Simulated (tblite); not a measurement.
C6H11FO2Si.
Z-matrix (Å and degrees, GFN2-xTB geometry), rows numbered from 1:
```
F 
C   1  1.3649
C   2  1.4925  1  118.28
C   2  1.4970  1  118.37  3   -69.86
C   4  1.5155  2  119.09  3  -109.73
O   5  1.4170  4  112.76  2   170.12
C   6  1.4067  5  115.29  4   -74.02
O   7  1.4210  6  112.52  5   -59.07
C   8  1.4396  7  102.42  6   -93.72
Si  7  1.9237  6  105.48  5  -158.32
H   2  1.0834  1  109.64  3   145.32
H   3  1.0791  2  118.41  4  -109.66
H   3  1.0797  2  116.98  4   106.98
H   4  1.0839  2  116.81  3   108.32
H   5  1.0942  4  109.99  2   -73.18
H   5  1.0962  4  110.08  2    46.96
H   7  1.0967  6  110.92  5    63.19
H   9  1.0919  8  109.14  7  -136.02
H   9  1.0943  8  110.37  7   104.85
H  10  1.4548  7  114.44  6    -9.70
H  10  1.4621  7  115.29  6  -149.19
```

All values are computed: GFN2-xTB (tblite) harmonic vibrations without scaling, gas phase. Against measured fundamentals such values can be off by several per cent, at times by over 20. Modes of hydrogen on silicon can be 10 to 20 % off. One conformer, not necessarily the lowest.

Harmonic wavenumbers (cm⁻¹): 30.4, 46.2, 61.8, 116.7, 143.2, 160.8, 236.7, 306.2, 405.3, 436.8, 444.7, 460.2, 503.8, 569.3, 588.0, 608.6, 703.3, 718.9, 754.2, 812.2, 823.4, 855.9, 886.0, 923.3, 957.3, 972.3, 999.9, 1034.2, 1050.7, 1062.4, 1074.6, 1092.4, 1125.4, 1132.0, 1139.0, 1185.7, 1212.0, 1217.5, 1244.7, 1290.2, 1302.4, 1328.7, 1387.4, 1448.1, 1460.5, 1461.9, 2271.1, 2336.7, 2875.0, 2909.1, 2926.9, 2946.8, 2952.9, 3037.4, 3047.2, 3091.3, 3110.6.

A = 3006, B = 510.2, C = 494.7 MHz; mass 162.051 u (most abundant isotopes); point group C1, symmetry number 1.

What is the zero-point energy?

½Σν̃ = 34640 cm⁻¹ = 414.39 kJ/mol.

What is S at 200 K and 1 bar for an ideal gas of classical rigid rotors and harmonic oscillators?

Translation 164.01, rotation 122.33, vibration 98.86: S = 385.2 J/(mol K).

And Cp and H(200 K) − H(0)?

Cp = 128.86 J/(mol K), of which vibrations give 95.60 (their classical limit is 57 R = 473.9); H(200 K) − H(0) = 16.61 kJ/mol without the zero-point energy, 9.96 from vibrations.

How do the functions run with temperature in this model?

```
 T (K)  S (J/(mol K))  Cp (J/(mol K))  H − H(0) (kJ/mol)  G − H(0) (kJ/mol)  ln q(vib)
    50          263.6            62.9               2.37             -10.80       1.09
   100          313.9            83.9               6.06             -25.32       2.79
298.15          446.3           181.2              31.80            -101.26       8.81
373.15          491.2           220.2              46.88            -136.43      11.04
   500          563.7           275.3              78.46            -203.39      14.82
   750          690.3           347.9             157.15            -360.60      22.10
  1000          797.0           392.9             250.15            -546.89      28.90
```

q(vib) and H(0) count from the zero-point level.

What must be added to the electronic energy to get the Gibbs energy at 200 K and 1 bar?

ZPE + [H(200 K) − H(0)] − T·S = 414.39 + 16.61 − 77.04 = 353.96 kJ/mol.

Which modes carry the vibrational entropy at 200 K?

30.4 cm⁻¹: 20.97; 46.2 cm⁻¹: 17.51; 61.8 cm⁻¹: 15.12; 116.7 cm⁻¹: 10.01; 143.2 cm⁻¹: 8.43; 160.8 cm⁻¹: 7.55 J/(mol K); the other 51 give 19.27 together.

Blend soft modes into free rotors: weight 1/[1 + (100 cm⁻¹/ν̃)⁴] for the oscillator and the rest for a rotor with moment μB/(μ + B), μ = h/(8π²ν), B = 10⁻⁴⁴ kg m². What vibrational entropy results?

87.01 J/(mol K) in place of 98.86, which changes −T·S at 200 K by +2.37 kJ/mol.

Hindered rotation and anharmonicity are outside this model. Other conformers, if any are populated, would add a mixing term that is left out. The structure is chiral; the term R ln 2 for an equal mix with its mirror image is left out.
